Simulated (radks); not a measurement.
Question: The mean radii <r> (bohr) of the occupied orbitals of an atom or ion are listed with their occupations. All-electron calculation, Dirac Kohn-Sham, PBE, spin-unpolarised, spherical densities, finite nucleus; Fermi nuclear charge, rms radius of each element as measured or else 0.836 A^(1/3) + 0.57 fm. Program: a radial shooting solver on a logarithmic mesh with Libxc functionals.

| orbital | occ. | <r> |
|---|---|---|
| 1s1/2 | 2 | 0.03344 |
| 2s1/2 | 2 | 0.1453 |
| 2p1/2 | 2 | 0.1236 |
| 2p3/2 | 4 | 0.1284 |
| 3s1/2 | 2 | 0.4024 |
| 3p1/2 | 2 | 0.3956 |
| 3p3/2 | 4 | 0.4063 |
| 3d3/2 | 4 | 0.3821 |
| 3d5/2 | 6 | 0.3856 |
| 4s1/2 | 2 | 1.016 |
| 4p1/2 | 2 | 1.101 |
| 4p3/2 | 4 | 1.131 |
| 4d3/2 | 4 | 1.518 |
| 4d5/2 | 2 | 1.534 |

Name the element and its charge. Open shells, if any, fill j = l - 1/2 first.

Answer: Z = 44, ruthenium, charge +2: Ru2+ in [Kr] 4d6. The 1s radius gives Z: for a bare nucleus <r> = (2 gamma + 1)/(2Z) with gamma = sqrt(1 - (Z/c)^2), 0.03289 bohr for Z = 44, and screening makes it slightly larger (0.03344 here). The occupations add up to 42, and the charge is Z minus that.
